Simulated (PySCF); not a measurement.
A side-by-side comparison of computed properties.

First species: C₅H₄F₂N₂.
InChI=1S/C5H4F2N2/c1-3-2-4(6)5(7)9-8-3/h2H,1H3

Second species: 1,1,1-trifluoroethane, C2H3F3.
SMILES: `CC(F)(F)F`

Levels: PBE0/def2-SVPD for dipole moment, HOMO energy, LUMO energy, HOMO–LUMO gap, static isotropic polarisability and electronic spatial extent ⟨r²⟩ about the centre of nuclear charge; TDDFT PBE0/def2-SVPD for lowest singlet excitation; TDA PBE0/def2-SVPD for lowest triplet excitation (Tamm–Dancoff). Geometries: GFN2-xTB. Each species is one conformer at its optimised geometry, gas phase, non-relativistic unless stated. Electronic properties by PySCF.

```tsv
property	column X	column Y
dipole moment	4.16 D	2.43 D
HOMO energy	-7.27 eV	-11.11 eV
LUMO energy	-1.86 eV	0.69 eV
HOMO–LUMO gap	5.41 eV	11.80 eV
lowest singlet excitation	3.72 eV	10.56 eV
lowest triplet excitation (Tamm–Dancoff)	2.98 eV	10.34 eV
static isotropic polarisability	71.3 au	29.2 au
electronic spatial extent ⟨r²⟩ about the centre of nuclear charge	1117 bohr²	332 bohr²
```

Problem. Which column belongs to which species?

Solution. Column X is the first species and column Y the second. The first has 13 atoms and 66 electrons, the second 8 and 42.

Problem. How does each property change from the first species to the second?

Solution. dipole moment -1.73 D; HOMO energy -3.84 eV; LUMO energy +2.55 eV; HOMO–LUMO gap +6.39 eV; lowest singlet excitation +6.84 eV; lowest triplet excitation (Tamm–Dancoff) +7.36 eV; static isotropic polarisability -42.1 au; electronic spatial extent ⟨r²⟩ about the centre of nuclear charge -785 bohr².

On the first: The vertical singlet–triplet gap S1 − T1 is 0.74 eV (TDDFT singlet less Tamm–Dancoff triplet; S1: HOMO→LUMO, weight 0.99; T1: HOMO→LUMO, weight 0.94). The polarisability is 10.56 Å³ as a volume (1 au = 0.148185 Å³), or 1.08 au for each of the 66 electrons.

On the second: The principal polarisabilities are 28.7, 28.7 and 30.4 au; their mean is the isotropic value. No computed singlet falls in the visible range (750 to 380 nm, 1.65 to 3.26 eV); S1 lies 7.30 eV above its blue end.
